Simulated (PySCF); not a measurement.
## Spin-rotation constants: SMILES CCOCOC(C)C, C6H14O2

Molfile (atoms numbered from 1):
```
C6H14O2
     RDKit          3D

 22 21  0  0  0  0  0  0  0  0999 V2000
    3.3580    0.4415   -0.3495 C   0  0  0  0  0  0  0  0  0  0  0  0
    1.9325    0.5414   -0.8839 C   0  0  0  0  0  0  0  0  0  0  0  0
    1.2232   -0.6868   -0.7896 O   0  0  0  0  0  0  0  0  0  0  0  0
    0.6266   -0.9216    0.4507 C   0  0  0  0  0  0  0  0  0  0  0  0
   -0.3945   -0.0268    0.7560 O   0  0  0  0  0  0  0  0  0  0  0  0
   -1.5445   -0.1120   -0.0914 C   0  0  0  0  0  0  0  0  0  0  0  0
   -2.2006    1.2642   -0.1051 C   0  0  0  0  0  0  0  0  0  0  0  0
   -2.5172   -1.1761    0.4170 C   0  0  0  0  0  0  0  0  0  0  0  0
    3.3601    0.2409    0.7192 H   0  0  0  0  0  0  0  0  0  0  0  0
    3.8865   -0.3622   -0.8560 H   0  0  0  0  0  0  0  0  0  0  0  0
    3.8794    1.3779   -0.5280 H   0  0  0  0  0  0  0  0  0  0  0  0
    1.9508    0.7781   -1.9512 H   0  0  0  0  0  0  0  0  0  0  0  0
    1.3777    1.3251   -0.3542 H   0  0  0  0  0  0  0  0  0  0  0  0
    1.3447   -0.8271    1.2771 H   0  0  0  0  0  0  0  0  0  0  0  0
    0.2657   -1.9588    0.3966 H   0  0  0  0  0  0  0  0  0  0  0  0
   -1.2094   -0.3719   -1.1056 H   0  0  0  0  0  0  0  0  0  0  0  0
   -3.0930    1.2449   -0.7245 H   0  0  0  0  0  0  0  0  0  0  0  0
   -1.5124    2.0081   -0.4976 H   0  0  0  0  0  0  0  0  0  0  0  0
   -2.4743    1.5462    0.9081 H   0  0  0  0  0  0  0  0  0  0  0  0
   -2.0364   -2.1505    0.4614 H   0  0  0  0  0  0  0  0  0  0  0  0
   -2.8600   -0.9128    1.4146 H   0  0  0  0  0  0  0  0  0  0  0  0
   -3.3734   -1.2422   -0.2489 H   0  0  0  0  0  0  0  0  0  0  0  0
  1  2  1  0
  2  3  1  0
  3  4  1  0
  4  5  1  0
  5  6  1  0
  6  7  1  0
  6  8  1  0
  1  9  1  0
  1 10  1  0
  1 11  1  0
  2 12  1  0
  2 13  1  0
  4 14  1  0
  4 15  1  0
  6 16  1  0
  7 17  1  0
  7 18  1  0
  7 19  1  0
  8 20  1  0
  8 21  1  0
  8 22  1  0
M  END
```

The calculation used GIAO BHandHLYP/pcSseg-1 magnetisability, rotational g tensor and spin-rotation constants, non-relativistic, gas phase (PySCF). Geometry: GFN2-xTB.

Question: Give the nuclear spin-rotation constants along the inertial axes (H = +C I·J) beside the isotropic shieldings.

Answer: Rotational constants 4.2975, 0.9909, 0.8962 GHz. A star marks the isotopologue with that one atom substituted, in its own axes.
```tsv
atom	isotope	Caa (kHz)	Cbb (kHz)	Ccc (kHz)	mean (kHz)	σ (ppm)
H9	1H	-0.452	-0.083	-0.004	-0.179	30.4
H10	1H	-0.302	-0.058	-0.062	-0.141	30.7
H11	1H	-0.296	-0.026	-0.102	-0.141	31.2
H12	1H	-0.421	-0.073	0.015	-0.160	28.3
H13	1H	-0.264	-0.042	-0.038	-0.115	27.9
H14	1H	-0.246	-0.088	0.009	-0.108	27.2
H15	1H	-0.327	0.021	-0.073	-0.126	27.2
H16	1H	-0.315	-0.098	0.023	-0.130	27.9
H17	1H	-0.178	-0.103	-0.053	-0.112	31.0
H18	1H	-0.159	-0.040	-0.104	-0.101	30.5
H19	1H	-0.412	-0.108	0.008	-0.171	30.6
H20	1H	-0.375	0.007	-0.100	-0.156	30.3
H21	1H	-0.356	-0.114	-0.004	-0.158	31.0
H22	1H	-0.193	-0.108	-0.048	-0.117	31.1
C1	13C*	0.577	0.122	0.137	0.279	171.6
C2	13C*	0.916	0.170	0.206	0.431	126.3
O3	17O*	-0.434	-0.093	-0.107	-0.211	269.3
C4	13C*	1.040	0.243	0.224	0.502	99.2
O5	17O*	-0.554	-0.123	-0.096	-0.258	250.8
C6	13C*	0.916	0.223	0.184	0.441	120.4
C7	13C*	0.680	0.132	0.150	0.321	160.9
```
For the geometry as given, no vibrational averaging.

Question: How do the rotational constants and the g tensor change when H9, H10, H11, H12, H13, H14, H15, H16, H17, H18, H19, H20, H21, H22 are replaced by deuterium?

Answer: Constants 3.2996, 0.8230, 0.7393 GHz; g -0.0070, -0.0010, -0.0011, against -0.0090, -0.0012, -0.0014 before.
